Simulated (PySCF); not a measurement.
Computed shifts of a molecule H11NSi4, KT2/pcSseg-1 (PySCF), GIAO, gas phase, atoms alike by connectivity averaged where their shifts nearly agree, in ppm (number of nuclei): ²⁹Si: -31.3 (1), -40.2 (1), -106.5 (1), -114.0 (1). ¹⁵N: 3.4 (1). ¹H: 5.82 (1), 5.36 (1), 5.17 (3), 3.85 (3), 3.77 (2), -1.14 (1). References: ²⁹Si against TMS (σ = 361.9 ppm); ¹⁵N against NH3 (σ = 266.2 ppm); ¹H against TMS (σ = 31.47 ppm), references at their B3LYP-D3(BJ)/def2-TZVP geometries, non-relativistic. Geometry optimised at ωB97X-D3(BJ)/def2-SVP. Other conformers were not sampled.

Question: Which molecule gave these data?
(A) N[SiH2][SiH]([SiH3])[SiH3]
(B) [SiH3]N[SiH2][SiH2][SiH3]
(C) [SiH3]N[SiH]([SiH3])[SiH3]
(D) [SiH3][SiH2]N[SiH2][SiH3]

Answer: B, [SiH3]N[SiH2][SiH2][SiH3]
